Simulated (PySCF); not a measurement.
**Telling isomers of C6H7F apart by NMR**

PySCF 2.14.0 with density-fitted response routines calculation with structure optimised with GFN2-xTB and σ from GIAO-PBE0/pcSseg-1; one conformer, non-relativistic, fast rotation and ring inversion assumed for equivalent nuclei, no solvent model.

δ = σ(ref) − σ, references computed at the same level: 1H (σ = 31.72 ppm), 13C (σ = 186.93 ppm) against TMS. Splittings of carbon signals by F and P are missing where no couplings were computed. Where no couplings were computed, multiplicities follow the n + 1 count of equivalent neighbours, and m marks all less simple cases (inequivalent or close neighbours, rings, F or P nearby). Shifts are as computed. Against solution values, carbons near 30 ppm lie about +3 ppm off and those near 130 ppm about +5 ppm. Of 1211 compounds with measured shifts, 218 miss one by over three times the rms of a fit or turn the order of signals round; such compounds aren't used in these exercises.

(1) Tabulate the signals of `F[C@]12C[C@@H]3[C@H](C1)[C@@H]32`, `C#C/C(=C\F)CC`, `FC1=CCC=CC1`, `CC1=C(F)CC=C1` and their relative energies.

(2) What is the quickest way to tell FC1=CCC=CC1 from CC1=C(F)CC=C1?

(3) What is the quickest way to tell F[C@]12C[C@@H]3[C@H](C1)[C@@H]32 from CC1=C(F)CC=C1?

(4) What is the quickest way to tell F[C@]12C[C@@H]3[C@H](C1)[C@@H]32 from FC1=CCC=CC1?

Answers

(1) 
| SMILES | carbon types | δC | δH | E rel. (kcal/mol) |
| --- | --- | --- | --- | --- |
| F[C@]12C[C@@H]3[C@H](C1)[C@@H]32 | 1×C 3×CH 2×CH2 | 94.8, 43.3, 41.5, 13.1 | 3.50 (m, 1H), 2.49 (m, 2H), 2.18 (m, 2H), 1.53 (m, 2H) | 35.9 |
| C#C/C(=C\F)CC | 2×C 2×CH 1×CH2 1×CH3 | 165.6, 114.1, 95.5, 81.6, 29.0, 18.1 | 7.13 (m, 1H), 3.02 (s, 1H), 2.00 (q, 2H), 1.20 (t, 3H) | 40.6 |
| FC1=CCC=CC1 | 1×C 3×CH 2×CH2 | 167.8, 131.8, 129.9, 106.2, 31.4, 31.0 | 5.94 (m, 1H), 5.90 (m, 1H), 5.44 (m, 1H), 3.08 (m, 2H), 3.02 (m, 2H) | 0.0 |
| CC1=C(F)CC=C1 | 2×C 2×CH 1×CH2 1×CH3 | 174.5, 142.4, 127.5, 122.7, 41.5, 11.9 | 6.52 (m, 1H), 6.01 (m, 1H), 3.12 (m, 2H), 2.03 (s, 3H) | 1.7 |

Energies are electronic energies at PBE0/pcSseg-1 on these geometries, without zero-point or thermal terms, each for the one conformer computed, which needn't be the lowest.

(2) Both give the same number of carbon signals, but DEPT or the intensities differ. The first has an alkene CH at 106.2 ppm, the second an allylic methyl carbon (CH3) at 11.9 ppm. Their most deshielded carbons lie at 167.8 and 174.5 ppm. In the proton spectra the most deshielded non-exchanging signals are 5.94 (m, 1H) and 6.52 (m, 1H).

(3) Count the carbon signals: 4 against 6. The first has a three-membered-ring carbon (CH) at 41.5 ppm, the second a fully substituted alkene carbon (C) at 174.5 ppm. Their most deshielded carbons lie at 94.8 and 174.5 ppm. In the proton spectra the most deshielded non-exchanging signals are 3.50 (m, 1H) and 6.52 (m, 1H).

(4) Count the carbon signals: 4 against 6. The first has a fully substituted sp3 carbon bonded to F (C) at 94.8 ppm, the second a fully substituted alkene carbon (C) at 167.8 ppm. In the proton spectra the most deshielded non-exchanging signals are 3.50 (m, 1H) and 5.94 (m, 1H).
